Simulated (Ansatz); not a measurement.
# Relative stability

The two ends of one reaction step of SnNH7, singlet (PBE0-D4/def2-TZVP).

A:

Sn1  (-0.885, 0.975, -0.360)
N2  (0.730, 0.168, 0.579)
H3  (-0.617, 0.747, -2.027)
H4  (-1.096, 2.644, -0.024)
H5  (-2.233, 0.096, 0.200)
H6  (0.906, -2.370, -0.031)
H7  (0.922, -3.093, -0.229)
H8  (0.672, 0.230, 1.587)
H9  (1.602, 0.603, 0.303)
(Å)

B:

```json
{"atom": "Sn1", "x (Å)": "-1.3366", "y (Å)": "-0.0274", "z (Å)": "-0.6531"}
{"atom": "N2", "x (Å)": "1.4759", "y (Å)": "0.0297", "z (Å)": "0.7221"}
{"atom": "H3", "x (Å)": "-0.1979", "y (Å)": "0.3033", "z (Å)": "-1.8751"}
{"atom": "H4", "x (Å)": "-1.3901", "y (Å)": "1.2043", "z (Å)": "0.5213"}
{"atom": "H5", "x (Å)": "-2.8831", "y (Å)": "-0.0577", "z (Å)": "-1.4112"}
{"atom": "H6", "x (Å)": "1.9411", "y (Å)": "-0.8676", "z (Å)": "0.6580"}
{"atom": "H7", "x (Å)": "-1.1006", "y (Å)": "-1.5639", "z (Å)": "0.0417"}
{"atom": "H8", "x (Å)": "1.4073", "y (Å)": "0.2636", "z (Å)": "1.7052"}
{"atom": "H9", "x (Å)": "2.0842", "y (Å)": "0.7155", "z (Å)": "0.2913"}
```

Program: Ansatz 0.2.0. Basis: def2-TZVPP. Cores are frozen in the correlated methods. Filled d shells of the heavier atoms are correlated. Core potentials replace the inner electrons of the atoms past krypton. The def2 sets are not built for correlating such inner shells, so the correlated values are less sure here. B3LYP uses VWN-RPA correlation.

Q: Which structure is lower at CCSD(T), and by how much? (To be estimated.)

A: By the calculation: B, by 0.450 eV (electronic energy, against the other). By their contacts, A is a complex of SnNH₅ ([NH2][SnH3]) + H₂ and B is a complex of SnH₄ + NH₃.

All methods give the same order:

```tsv
method	E(B) − E(A) (eV)
SPW92	-0.557
PBE-D4	-0.447
BLYP-D4	-0.394
r2SCAN-D4	-0.451
B97M-V	-0.572
PBE0-D4	-0.503
B3LYP-D4	-0.452
r2SCAN0-D4	-0.502
BHLYP-D4	-0.513
CAM-B3LYP-D4	-0.486
wB97X-V	-0.471
wB97M-V	-0.490
B2PLYP	-0.427
PBE-QIDH	-0.478
RPA on PBE	-0.428
HF	-0.563
MP2	-0.376
CCSD	-0.485
CCSD(T)	-0.450
```

T1 diagnostic: at most 0.013.

Labels in which every atom is bracketed show which atoms are joined, not bond orders.

For scale, one of the runs: CCSD(T)/def2-TZVPP, 179 basis functions (an equivalent command: `ansatz run in.yaml --threads 2`). Hardware: 2 CPU threads, shared host. Wall time 30 s; peak host memory 2.1 GiB.
